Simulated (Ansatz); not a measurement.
Input file for Ansatz (a quantum-chemistry and plane-wave program): U-wB97M-V/def2-TZVPP on CuSe, 2S+1 = 2, a spin state set in the input, which need not be the lowest, a point of a bond scan (R = 2.219 Å).

Ansatz 0.2 input:
```yaml
crystal:
  periodic: [false, false, false]
  atoms:
    - {symbol: Cu, position_ang: [0.00000000, 0.00000000, 0.00000000]}
    - {symbol: Se, position_ang: [0.00000000, 0.00000000, 2.21882900]}
basis:
  gaussian:
    orbitals: def2-TZVPP
    pivot_positions_ang: [[0.00000000, 0.00000000, 0.00000000], [0.00000000, 0.00000000, 2.21882900]]
hamiltonian:
  xc: {name: wB97M-V}
magnetization: {spin_polarized: true, initial_magnetization: 1}
output: {forces: true, orbitals: {seedname: ./end}}
```

The head of its log:

```
WARN ansatz: RAYON_NUM_THREADS=1 ignored (pool sized by the plan → 1); use --threads N
Functional definition: wB97M-V
integrals: 0.07 GiB planned
858 factors; integrals over basis functions are off by at most 4.7e-4 eV
integrals: 0.14 GiB planned
136 factors; integrals over basis functions are off by at most 3.2e-5 eV
mean field: 1.05 GiB planned
mean field evaluation 1: about -109981.0326 eV, gradient 4.1e1 eV
mean field evaluation 2: about -109953.7925 eV, gradient 1.4e2 eV
```

Q: Give the final energy of this run.

A: -4041.8491 hartree.
